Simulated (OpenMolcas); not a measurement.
neutral lithium: CASPT2 settings compared

```yaml
Program: OpenMolcas 26.06
Basis: ANO-RCC-VDZP [3s2p1d]
Scalar_Hamiltonian: DKH4, point nucleus
Active_space: 1 electron in 8 orbitals (2s 2p 3s 3p)
State_averaging: 2S+1 = 2 even, 1 root; 2S+1 = 2 odd, 3 roots
Spin-orbit_coupling: state interaction with AMFI integrals over the reference wave functions, term energies averaged over their components
```

Methods on the same reference wave functions:
A. CASSCF
B. SS-CASPT2, IPEA 0.15 Eh, imaginary shift 0.2 Eh (closed shells correlated: 1s)
C. SS-CASPT2, IPEA 0.6 Eh, sigma2 regulariser 0.15 Eh (closed shells correlated: 1s)
D. SS-CASPT2, IPEA 0 Eh, imaginary shift 0.3 Eh (closed shells correlated: 1s)

Energies in cm-1 above 2s 2S 1/2, the measured ground level; measured values from NIST Handbook of Basic Atomic Spectroscopic Data.

```json
{"Level": "2s 2S 1/2", "A": "0.0", "B": "0.0", "C": "0.0", "D": "0.0", "Measured": "0.0"}
{"Level": "2p 2P* 1/2", "A": "14898", "B": "14840", "C": "14837", "D": "14841", "Measured": "14904"}
{"Level": "2p 2P* 3/2", "A": "14898", "B": "14840", "C": "14837", "D": "14841", "Measured": "14904"}
```

Deviations, from unrounded energies. A percentage is the sum of absolute deviations over the sum of measured energies, with the sign that they share, or ± where signs differ.

| Against measurement | Levels | A | B | C | D |
| --- | --- | --- | --- | --- | --- |
| mean absolute deviation (cm-1) | 2 | 5.8 | 64 | 67 | 63 |
| other configurations (%) | 2 | -0.0 | -0.4 | -0.4 | -0.4 |

A lies closest to measurement on these levels and C furthest from it. The largest miss of A in the table is 2p 2P* 3/2, by -6 cm-1. The ranking rests on the paired levels alone, and a cruder setting can come out closer through cancelling errors.

Among B to D no level of the table moves by more than 5 cm-1.

The lowest spin-free term lies below A's lowest term by 0.014 hartree in B, 0.014 hartree in C, 0.014 hartree in D.

With one active electron outside closed inactive shells, the extra shells (3p 3s) add no correlation to the reference. ANO sets are built for ground and valence states and can reach diffuse excited orbitals poorly. With one active electron the reference holds no correlation, so core polarisation is missing (holds for A). With one active electron, CASPT2 adds the correlation within the correlated inactive shells and between them and that electron, and leaves the splitting within a term as the reference gives it (holds for B; C; D). Computed and measured levels are paired by configuration, term and J; levels that our copy of the source lacks, or whose pairing is in doubt (as where it misses far off the trend of its configuration), stay unpaired and out of the deviations. Levels of configurations outside the active space are missing.

* marks odd parity.
